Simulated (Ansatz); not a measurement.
Total energies of Sn24AsH34⁻ from Ansatz at PBE0-D4/def2-TZVP, gas phase (1 Eh = 27.2114 eV = 2625.5 kJ/mol). The reference geometry is relaxed at r2SCAN-D4/def2-SVP.

Cartesian coordinates in Å:
```
Sn 2.8687 -2.1929 -3.5465
Sn -1.6534 -3.4084 -2.6698
Sn -0.3034 -2.5606 4.7971
Sn -3.3559 -3.5571 1.7027
As 0.6276 -2.3829 0.4587
Sn 2.0044 1.1361 0.4560
Sn 0.1570 0.9944 -1.7072
Sn -1.4164 0.8092 1.8958
Sn 4.2424 2.0290 -3.2339
Sn 1.4602 5.1254 -1.1787
Sn -4.4493 -0.2927 -1.0772
Sn -2.9968 4.4091 -0.3603
Sn 2.5159 -3.4430 -1.0420
Sn 1.5306 -3.2468 2.7756
Sn 4.6065 0.9654 -0.6703
Sn -1.2286 -4.1922 -0.0237
Sn 1.9815 0.4739 -3.8179
Sn -2.0291 -0.6306 -2.4703
Sn -2.4461 -4.2867 4.2539
Sn -1.1434 0.1380 4.6633
Sn -3.7953 -0.7690 1.6073
Sn 1.9431 3.8307 1.2573
Sn -0.8003 3.6581 -1.9705
Sn -3.0069 3.1811 2.1856
Sn 3.5613 4.7388 -2.9989
H 4.5667 -2.2705 -3.8784
H 2.1325 -3.2013 -4.7383
H -3.0547 -4.0992 -3.4060
H -0.3140 -3.8527 -3.6638
H 0.4364 -3.0601 6.2877
H -4.7134 -4.5263 1.2250
H 1.9208 0.0484 1.7877
H 5.5856 1.8307 -4.3078
H 1.1914 6.8244 -0.9816
H -5.5775 -1.3549 -1.8501
H -5.0242 1.3060 -1.3876
H -4.3967 4.0735 -1.3163
H -2.8986 6.1401 -0.3289
H 2.2314 -5.1314 -1.2936
H 3.9987 -3.3216 -0.1647
H 1.8247 -4.9520 2.7086
H 3.0766 -2.5039 2.9833
H 5.1947 -0.6519 -0.8252
H 5.7861 1.8127 0.2681
H -0.6218 -5.8064 0.1416
H 1.3830 0.6628 -5.4307
H -2.1840 -0.0263 -4.0946
H -1.9723 -5.9500 4.2943
H -3.7124 -4.1394 5.4214
H -2.4913 0.1590 5.7595
H 0.0972 0.9881 5.5306
H -5.2408 -0.5286 2.5440
H 0.6535 4.1799 2.3448
H 3.4087 4.2857 2.0435
H -1.1149 3.9488 -3.6503
H -2.3740 4.4384 3.1998
H -4.6947 3.1311 2.5944
H 4.9526 5.6696 -2.5630
H 3.0702 5.3513 -4.5394
```

```tsv
state	geometry	energy (Eh)
charge -1 singlet	reference	-7400.24183
charge 0 doublet	reference	-7400.08303
charge -1 triplet	relaxed at r2SCAN-D4/def2-SVP	-7400.20087
```

In the def2 sets Sn takes a core potential; there is no spin–orbit coupling. Single mean-field runs in def2-TZVP are fitted with def2-universal-jkfit.

Problem. Work out the vertical ionisation energy to the doublet.

Solution. E(charge 0 doublet) − E(charge -1 singlet) = -7400.08303 − (-7400.24183) = 0.15880 Eh = 4.32 eV. For comparison, −ε of the highest occupied level is 3.48 eV at this level, 0.84 eV less.

Problem. Which of the charge -1 states is lowest, and how far above it are the others?

Solution. The singlet. triplet: -7400.20087 − (-7400.24183) = 0.04096 Eh = 107.5 kJ/mol. The triplet differs in its bonds from the reference.
